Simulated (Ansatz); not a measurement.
`[CH3][SnH]([SiH3])[Cl]` + `[OH][Ga]([Cl])[Cl]` → `[SiH3][O][Ga]([Cl])[Cl]` + `[CH3][SnH2][Cl]`  (cleavage of the Si–Sn bond)

Isolated molecules relaxed with PBE0-D4/def2-TZVP in Ansatz; ΔE leaves out vibrations. CCSD(T)/CBS adds triple-zeta CCSD(T) − MP2 to the extrapolated MP2 energy (def2 sets, frozen cores). Functionals use def2-TZVPP. Elements past krypton have def2 core potentials. For Ga, Sn outer-core shells are correlated without core-valence functions, which leaves a few kJ/mol of doubt a bond. Scalar relativity is left out up to krypton. Each species was taken in one conformer, which may not be the lowest.

Question: Is it downhill or uphill in electronic energy at CCSD(T)/CBS, and by how much? (An estimate is asked.)

Answer: The calculation gave: Downhill: ΔE = -0.67 eV.

Question: What do these levels give: PBE-D4, r2SCAN-D4, BHLYP-D4, ωB97M-V, HF/def2-SVP, CCSD(T)/def2-SVP? (Best estimate.)

Answer: Computed: PBE-D4 -0.44, r2SCAN-D4 -0.64, BHLYP-D4 -0.81, ωB97M-V -0.71, HF/def2-SVP -0.91, CCSD(T)/def2-SVP -0.70 eV.

Largest T1 diagnostic among the species: 0.012.

From r2SCAN to r2SCAN0 (25 % exact exchange), in def2-TZVPP and without D4, ΔE moves by −0.04 eV. In def2-TZVPP, CCSD(T) changes the Hartree–Fock value by +0.27 eV (the triples alone add +0.04 eV) and MP2 by +0.27 eV.
